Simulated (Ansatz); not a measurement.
Multireference treatment of GeH₄, singlet

Program: Ansatz, Gaussian basis, development build. Basis def2-SVP, nonrelativistic, 14 orbitals frozen in the corrections. State-specific CASSCF; RHF is the lowest restricted (open-shell) Hartree–Fock solution met. A minimal or small basis: far from the basis limit. No symmetry is imposed, so a solution can break that of the shape. No proof that the lowest CASSCF solution was found.

Geometry:

```xyz
5

Ge    0.0000    0.0000    0.0000
H     0.9585    0.9585    0.9585
H     0.9585   -0.9585   -0.9585
H    -0.9585    0.9585   -0.9585
H    -0.9585   -0.9585    0.9585
```

What do CASSCF and its corrections give against RHF in CAS(8,8), and what are the occupations?

CASSCF -1.841 eV, SC-NEVPT2 -3.374 eV; occupations 1.98, 1.97, 1.97, 1.97, 0.05, 0.03, 0.03, 0.03.
